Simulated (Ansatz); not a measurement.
Consider the ligand exchange at the Hf–N bond: `CC(C)[NH][Hf]([F])([Cl])[Cl]` + HCl → `[F][Hf]([Cl])([Cl])[Cl]` + `CC(C)N`.

Calculated with Ansatz (gas phase, PBE0-D4/def2-TZVP geometries, no zero-point term in ΔE). CCSD(T)/CBS is the MP2 limit (def2-TZVPP, def2-QZVPP) plus CCSD(T) − MP2 in def2-TZVPP, frozen cores. This one scheme is used for every species. Functionals use def2-TZVPP. def2 core potentials past Kr. For Hf outer-core shells are correlated without core-valence functions, which leaves a few kJ/mol of doubt a bond. One conformer a species, not always the lowest.

`CC(C)[NH][Hf]([F])([Cl])[Cl]`:

Cartesian coordinates in Å:
```
C 0.790 0.120 -1.853
C 0.773 -0.291 -0.389
C -0.154 -1.470 -0.154
N 0.377 0.822 0.466
Hf -1.135 1.030 1.757
F -2.738 0.398 0.954
Cl -0.698 -0.277 3.668
Cl -1.224 3.317 2.274
H 1.135 -0.704 -2.483
H -0.212 0.408 -2.178
H 1.458 0.969 -2.016
H 1.789 -0.599 -0.104
H -0.144 -1.782 0.895
H 0.155 -2.329 -0.751
H -1.182 -1.223 -0.441
H 1.007 1.611 0.356
```

HCl:

```xyz
2

Cl   -0.410    0.490   -0.016
H     0.410   -0.490    0.016
```

`[F][Hf]([Cl])([Cl])[Cl]`:

Cartesian coordinates in Å:
```
F -1.302 -0.995 1.068
Hf -0.050 -0.038 0.041
Cl 0.269 -1.144 -1.978
Cl -0.872 2.102 -0.343
Cl 1.954 0.076 1.213
```

`CC(C)N`:

Z-matrix (Å, degrees):
```
C
C 1 1.517
H 1 1.094 2 111.2
H 1 1.093 2 110.1 3 119.6
H 1 1.092 2 111.0 3 -119.9
C 2 1.517 1 111.4 3 179.9
N 2 1.458 1 108.8 3 -60.1
H 2 1.104 1 107.8 3 61.7
H 6 1.094 2 111.2 1 -179.8
H 6 1.092 2 111.0 1 -59.9
H 6 1.093 2 110.1 1 60.5
H 7 1.013 2 110.6 1 60.0
H 7 1.013 2 110.6 1 178.4
```

```tsv
level	ΔE (kcal/mol)
LDA (SPW92)	-17.2
CCSD/def2-SVP	-15.7
```

Task: What does CCSD(T)/CBS give? (Best estimate.)

Result: Computed: -17.9 kcal/mol. The listed levels differ from it by 0.7, 2.2 kcal/mol.

Largest T1 diagnostic among the species: 0.014.

At CCSD(T), def2-SVP lies +2.7 kcal/mol from the extrapolated value and def2-TZVPP +1.3 kcal/mol. In def2-TZVPP, CCSD(T) changes the Hartree–Fock value by +7.4 kcal/mol (the triples alone add +0.7 kcal/mol) and MP2 by +7.4 kcal/mol.
